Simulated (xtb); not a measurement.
CH5ClFNSi, SMILES Cl[Si@H](CN)F. All values are semi-empirical tight-binding results from xtb (GFN2-xTB unless named), good for trends rather than for accurate numbers. The structure is a stationary point at GFN2-xTB. The structure was generated by enumeration; whether it is a known compound was not checked. One conformer was computed; it need not be the lowest.

Optimised geometry:

```xyz
10

N     -2.5274     0.1492     0.7740
C     -1.4642    -0.6167     0.1251
Si     0.2926     0.1019     0.3603
F      0.1801     1.6541    -0.0747
Cl     1.6580    -0.7542    -0.8268
H     -2.3796     0.1846     1.7767
H     -2.5269     1.1047     0.4330
H     -1.7162    -0.6667    -0.9394
H     -1.5289    -1.6402     0.5018
H      0.7259     0.1812     1.7431
```

```json
{
  "orbital_gap": "4.78 eV",
  "dipole_moment": "1.61 D",
  "zero_point_energy": "41.5 kcal/mol",
  "G − E(el) at 298.15 K (modified RRHO)": "21.4 kcal/mol",
  "static polarisability (D4 model)": "68.1 bohr³",
  "solvation energy, GFN2-xTB/ALPB(water)": "-3.0 kcal/mol",
  "solvation energy, GFN2-xTB/ALPB(chcl3)": "-4.5 kcal/mol"
}
```

Task: Give the atomic charges and the Wiberg bond orders between heavy atoms. (The exact figures need the calculation; the answer reports its results.)

Result: charges (e) N1 -0.34, C2 -0.08, Si3 0.57, F4 -0.26, Cl5 -0.22, H6 0.13, H7 0.14, H8 0.05, H9 0.04, H10 -0.04. Bond orders N1–C2 1.03, C2–Si3 0.88, Si3–F4 1.09, Si3–Cl5 1.12.
